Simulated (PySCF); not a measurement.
Te(SMe)(SiH3) (CH6SSiTe), SMILES S(C)[Te][SiH3].

Geometry: B3LYP-D3(BJ)/def2-SVP. This is a generated structure with no PubChem entry under its InChIKey; it may be hypothetical. The def2 effective core potentials stand for the cores of Te; spin–orbit coupling is left out. Other conformers were not sampled.

These are B3LYP-D3(BJ)/def2-SVP run with PySCF 2.14.0 values and carry that method's errors.

Frequencies are harmonic and unscaled.

Computed harmonic wavenumbers and intensities:
```tsv
mode	ν (cm⁻¹)	IR (km/mol)	Raman (Å⁴/amu)	depolarisation	moving atoms (share of kinetic energy)
1	64	0.7	3.9	0.68	C 40 %, Si 26 %, H 25 %
2	93	1.3	3.4	0.66	S 44 %, Si 26 %, H 18 %, Te 10 %
3	133	0.1	0.4	0.70	H 95 %
4	173	0.8	0.2	0.25	H 91 %
5	193	0.3	5.6	0.43	C 45 %, H 26 %, S 16 %, Te 13 %
6	323	3.2	16.7	0.39	Si 64 %, Te 20 %
7	342	3.5	17.1	0.11	S 71 %, Te 17 %, Si 8 %
8	549	6.8	16.4	0.75	H 88 %, Si 10 %
9	554	6.0	15.4	0.75	H 92 %
10	693	2.1	8.0	0.37	C 58 %, S 31 %, H 12 %
11	889	411.4	11.9	0.43	H 92 %
12	934	46.2	25.2	0.75	H 97 %
13	949	31.0	18.4	0.75	H 96 %
14	961	18.5	5.0	0.58	H 79 %, C 17 %
15	964	4.8	4.5	0.75	H 84 %, C 14 %
16	1328	7.0	5.3	0.51	H 86 %, C 14 %
17	1435	9.0	19.8	0.73	H 95 %
18	1454	10.0	14.1	0.68	H 95 %
19	2210	103.0	293.0	0.09	H 98 %
20	2227	78.3	101.1	0.61	H 96 %
21	2239	80.2	124.6	0.52	H 96 %
22	3036	17.9	203.0	0.08	H 98 %
23	3137	2.2	135.6	0.65	H 90 %, C 10 %
24	3154	5.1	49.0	0.72	H 90 %, C 10 %
```
